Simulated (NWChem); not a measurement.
# CuH2OCl; SMILES [OH2]->[Cu][Cl]

```xyz
5

Cu    -0.0254    -0.2686     0.0000
Cl     0.0106     1.8156     0.0000
O     -0.0237    -2.2230     0.0000
H      0.3730    -2.6460     0.7716
H      0.3730    -2.6460    -0.7716
```
Atoms are numbered in this order, from 1.

Program: NWChem. All runs use the structure optimised with PBE0/def2-SVP. Ions are spin-unrestricted doublets at the neutral geometry; other ion states weren't tried.

For level CAM-B3LYP/def2-SVP:

| Property | Result |
|---|---|
| vertical ionisation energy, ΔSCF (eV) | 8.84 |
| −ε(HOMO) (eV) | 7.45 |

Problem. How do the values read with level PBE/def2-SVP instead?

Solution. 
| Property | Result |
|---|---|
| vertical ionisation energy, ΔSCF (eV) | 8.47 |
| −ε(HOMO) (eV) | 4.43 |
